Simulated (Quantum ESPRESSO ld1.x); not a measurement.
Valence configurations of the bromine ion Br3+ (all share [Ar]). Method: Dirac Kohn-Sham, LDA (Slater exchange, VWN5 correlation), spin-unpolarised, spherical densities, point nucleus; open shells fill j = l - 1/2 first; computed with ld1.x of Quantum ESPRESSO 7.5. Energies are relative to 3d10 4s2 4p2; eigenvalues in eV.

valence,E (eV),e(3d3/2),e(3d5/2),e(4p1/2),e(4p3/2),e(4s1/2)
3d10 4s2 4p2,0.000,-105.76,-104.67,-40.551,-,-54.359
3d10 4s1.5 4p2.5,7.294,-106.54,-105.44,-40.919,-40.164,-54.783
3d10 4s1 4p3,14.619,-107.30,-106.20,-41.280,-40.518,-55.199
3d10 4s0.5 4p3.5,21.975,-108.05,-106.95,-41.634,-40.865,-55.607
3d10 4p4,29.361,-108.80,-107.70,-41.982,-41.206,-
3d9.5 4s2 4p2.5,33.778,-112.57,-111.45,-41.976,-41.184,-56.147
3d9 4s2 4p3,70.291,-119.50,-118.35,-43.380,-42.543,-57.903
3d9 4s1 4p4,85.709,-120.95,-119.79,-44.056,-43.205,-58.680
3d9 4p5,101.24,-122.36,-121.20,-44.711,-43.846,-
3d8 4s2 4p4,151.80,-133.71,-132.50,-46.137,-45.209,-61.333

NIST lists [Ar] 3d10 4s2 4p2 as the ground configuration; this level of theory agrees among the configurations tried. The energies are those of spherical spin-averaged densities, not of single terms.
